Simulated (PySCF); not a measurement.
# Bond lengths and vibrations by method: Al2H3

All numbers below are calculated, not measured. They come from PySCF 2.14.0, an open-source quantum chemistry program, on an isolated molecule that a program drew, which may never have been made. The molecule is Al2H3 (charge 0, doublet), drawn as the SMILES string `[AlH][AlH2]`.

The geometry was optimised and harmonic frequencies were computed with HF and MP2, all in the cc-pV(D+d)Z basis, for the commonest isotopes, with a restricted reference for singlets and an unrestricted one otherwise, and a frozen core in MP2. Each result is a local minimum of its method.

Geometry at the HF minimum:
```xyz
5
Al2H3, angstrom
Al   -0.2678   -3.1221    1.0505
Al    1.2049   -1.5195   -0.3771
H    -1.0998   -2.7972    2.3715
H     0.6067   -0.7967   -1.6573
H     2.7716   -1.4321   -0.1383
```

Lengths of the bonds as drawn, in Å (atoms numbered as above):
| bond | HF | MP2 |
|---|---|---|
| Al1-Al2 | 2.603 | 2.573 |
| Al1-H3 | 1.595 | 1.592 |
| Al2-H4 | 1.587 | 1.586 |
| Al2-H5 | 1.587 | 1.586 |

Rotational constants, in GHz:
| constant | HF | MP2 |
|---|---|---|
| A | 97.34 | 101.5 |
| B | 4.714 | 4.807 |
| C | 4.617 | 4.694 |

Harmonic frequencies in cm^-1, each column in rising order, so a row needn't be the same motion in every method:
| rank | HF | MP2 |
|---|---|---|
| 1 | 237 | 236 |
| 2 | 307 | 264 |
| 3 | 347 | 349 |
| 4 | 370 | 369 |
| 5 | 574 | 550 |
| 6 | 825 | ? |
| 7 | 1920 | 1914 |
| 8 | 1955 | 1937 |
| 9 | 1956 | 1948 |

**Estimate the missing MP2 frequency from the HF column.**

A single factor s that minimises the squared misfit of MP2 against s times HF over the other rows is sum(HF x MP2) / sum(HF^2) = 0.9926, with an rms misfit of 17 cm^-1. For rank 6 it gives 0.9926 x 825 = 819 cm^-1. The calculation gives 782 cm^-1, 37 cm^-1 below the estimate. The drawn bonds are on average 0.4 % shorter in MP2 than in HF.
